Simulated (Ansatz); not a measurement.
Si₆O⁺. Total charge 1; doublet. Geometry r2SCAN-D4/def2-SVP, basis def2-TZVP, Ansatz.

```xyz
7

O    -0.883   -1.414    0.274
Si    0.423    1.432   -0.504
Si    0.170    1.385    1.887
Si   -0.640   -0.669   -1.434
Si    1.794   -0.283   -1.488
Si    0.729   -0.757    0.724
Si   -1.593    0.306    0.541
```

```
run  HOMO (eV)  LUMO (eV)
  A     -10.16      -9.54
  B     -10.35      -9.43
  C     -12.41      -7.06
  D     -10.99      -8.83
```

Another isomer (doublet) lies 0.19 eV lower at PBE0-D4/def2-TZVP; other spin states weren't run for this one.

HOMO and LUMO are taken over both spins.

Q: The runs used PBE, PBE0, r2SCAN, ωB97M-V. Estimate which is which.

A: A PBE (0 % exact exchange); B r2SCAN (0 % exact exchange); C ωB97M-V (range-separated); D PBE0 (25 % exact exchange). Exact exchange lowers occupied and raises empty levels; among semilocal functionals meta-GGAs tend to open the gap a little, and such runs are hard to tell apart. The gap grows from 0.62 eV (PBE) to 5.35 eV (ωB97M-V).
